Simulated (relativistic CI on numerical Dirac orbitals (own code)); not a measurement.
## Charge states of molybdenum

These numbers are calculated, not measured: Dirac-Coulomb-Breit CI, separate exchange-only KLI orbitals for each configuration, QED by a radiative potential, valence Slater integrals scaled by 0.9 (own radial code, finite nucleus).

Each species is treated in one configuration, given outside its closed core. Radial values are for the open shell of highest l, unscaled and averaged over j; ζ includes the Breit term. Labels give the leading LS character, summed over repeated terms.

```csv
Ion,Configuration,Its lowest level,LS weight (%),g_J,g√(J(J+1)),ζ (cm⁻¹),⟨r⟩ (bohr),⟨r²⟩ (bohr²)
Mo,4d⁵5s,⁷S3,100,2.001,6.93,521.1,1.997,5.047
Mo+,4d⁵,⁶S5/2,100,2.001,5.92,533.2,1.879,4.299
Mo2+,4d⁴,⁵D0,99,,0.00,636.9,1.723,3.525
Mo3+,4d³,⁴F3/2,99,0.402,0.78,747.2,1.61,3.034
Mo4+,4d²,³F2,99,0.670,1.64,861.1,1.523,2.686
Mo5+,4d,²D3/2,100,0.799,1.55,977.6,1.45,2.422
Mo6+,3d¹⁰4s²4p⁶,¹S0,100,,0.00,,,
Mo7+,3d¹⁰4s²4p⁵,²P°3/2,100,1.334,2.58,15600,1.134,1.453
Mo8+,3d¹⁰4s²4p⁴,³P2,89,1.444,3.54,16430,1.111,1.393
Mo9+,3d¹⁰4s²4p³,⁴S°3/2,86,1.891,3.66,17290,1.089,1.338
Mo10+,3d¹⁰4s²4p²,³P0,91,,0.00,18150,1.069,1.287
Mo11+,3d¹⁰4s²4p,²P°1/2,100,0.665,0.58,19030,1.05,1.241
Mo12+,3d¹⁰4s²,¹S0,100,,0.00,,,
Mo13+,3d¹⁰4s,²S1/2,100,2.001,1.73,,0.9628,1.04
Mo14+,3d¹⁰,¹S0,100,,0.00,,,
Mo15+,3d⁹,²D5/2,100,1.198,3.54,10720,0.3957,0.1856
Mo16+,3d⁸,³F4,98,1.243,5.56,11170,0.3882,0.1781
Mo17+,3d⁷,⁴F9/2,91,1.312,6.53,11630,0.3811,0.1711
Mo18+,3d⁶,⁵D4,91,1.474,6.59,12100,0.3742,0.1646
Mo19+,3d⁵,⁶S5/2,93,1.970,5.83,12600,0.3677,0.1585
Mo20+,3d⁴,⁵D0,78,,0.00,13110,0.3615,0.1529
Mo21+,3d³,⁴F3/2,90,0.445,0.86,13630,0.3555,0.1476
Mo22+,3d²,³F2,91,0.694,1.70,14170,0.3498,0.1426
Mo23+,3d,²D3/2,100,0.796,1.54,14730,0.3443,0.1378
```

At low charge ζ of a weakly bound d or f electron comes out too small.
